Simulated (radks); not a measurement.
Results of a calculation; reference values are marked as such.
Effect of the nuclear size on the potassium ion K+, [Ar]. Code: a radial shooting solver on a logarithmic mesh with Libxc functionals. Model: Dirac Kohn-Sham, relativistic LDA (MacDonald-Vosko exchange, VWN5 correlation), spin-unpolarised, spherical densities, finite nucleus; Fermi nuclear charge, rms radius 3.4349 fm. The rms radius is varied about that value; shifts are against it.

rms radius (fm) = 2.7582: total energy shift (eV) -0.00831; density at nucleus (e/bohr^3) 5164; 1s1/2 shift (meV) -3.50; 2s1/2 shift (meV) -0.271
rms radius (fm) = 3.2116: total energy shift (eV) -0.00294; density at nucleus (e/bohr^3) 5146; 1s1/2 shift (meV) -1.24; 2s1/2 shift (meV) -0.096
rms radius (fm) = 3.4349: total energy shift (eV) 0; density at nucleus (e/bohr^3) 5138; 1s1/2 shift (meV) 0.000; 2s1/2 shift (meV) 0.000
rms radius (fm) = 3.7303: total energy shift (eV) 0.00418; density at nucleus (e/bohr^3) 5128; 1s1/2 shift (meV) 1.76; 2s1/2 shift (meV) 0.137
rms radius (fm) = 3.8986: total energy shift (eV) 0.00671; density at nucleus (e/bohr^3) 5123; 1s1/2 shift (meV) 2.83; 2s1/2 shift (meV) 0.219

Slopes of the eigenvalues against <r^2> in GHz/fm^2, as finite differences over the two radii next to the reference (eigenvalue slopes, not the field-shift constants of lines): 1s1/2 201, 2s1/2 15.6.
